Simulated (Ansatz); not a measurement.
Consider the cleavage of the Si–Si bond: `C=C[SiH2][SiH2]S` + H₂S → `S[SiH2]S` + `C=C[SiH3]`.

Gas-phase electronic energies from Ansatz, PBE0-D4/def2-TZVP geometries. CCSD(T)/CBS is the MP2 limit (def2-TZVPP, def2-QZVPP) plus CCSD(T) − MP2 in def2-TZVPP, frozen cores. This one scheme is used for every species. Functionals use def2-TZVPP. Each species was taken in one conformer, which may not be the lowest.

`C=C[SiH2][SiH2]S`:

Cartesian coordinates in Å:
```
C 1.922 -0.524 -0.969
C 0.855 0.255 -1.136
Si 0.064 1.219 0.248
Si -1.833 0.021 0.921
S -1.201 -1.988 1.327
H 2.428 -0.604 -0.011
H 2.343 -1.109 -1.782
H 0.395 0.291 -2.122
H -0.301 2.590 -0.204
H 1.012 1.304 1.391
H -2.893 0.063 -0.125
H -2.420 0.518 2.192
H -0.369 -2.037 0.270
```

H₂S:

Z-matrix (Å, degrees):
```
S
H 1 1.341
H 1 1.341 2 92.3
```

`S[SiH2]S`:

Cartesian coordinates in Å:
```
S 1.651 0.506 -0.524
Si -0.210 -0.448 -0.088
S -0.750 -0.014 1.922
H 1.427 0.541 -1.849
H -1.216 0.024 -1.072
H -0.130 -1.927 -0.125
H -0.771 1.318 1.737
```

`C=C[SiH3]`:

```xyz
9

C    -1.058    1.050    0.402
C     0.071    0.381    0.619
Si    0.726   -0.911   -0.547
H    -1.666    0.874   -0.482
H    -1.427    1.803    1.093
H     0.634    0.605    1.523
H     2.076   -0.536   -1.048
H    -0.207   -1.042   -1.697
H     0.852   -2.226    0.137
```

CCSD(T)/CBS gives -54.3 kJ/mol.

(1) Another level gave -54.9 kJ/mol. Which?
A. PBE/def2-TZVPP
B. B2PLYP/def2-TZVPP
C. HF/def2-TZVPP
D. CCSD/def2-TZVPP

Largest T1 diagnostic among the species: 0.012.

## Answers

(1) D. CCSD/def2-TZVPP -54.9, PBE -47.7, B2PLYP -59.3, HF/def2-TZVPP -71.1 kJ/mol.

From PBE to PBE0 (25 % exact exchange), in def2-TZVPP and without D4, ΔE moves by −3.7 kJ/mol. In def2-TZVPP, CCSD(T) changes the Hartree–Fock value by +18.4 kJ/mol (the triples alone add +2.1 kJ/mol) and MP2 by +11.6 kJ/mol.
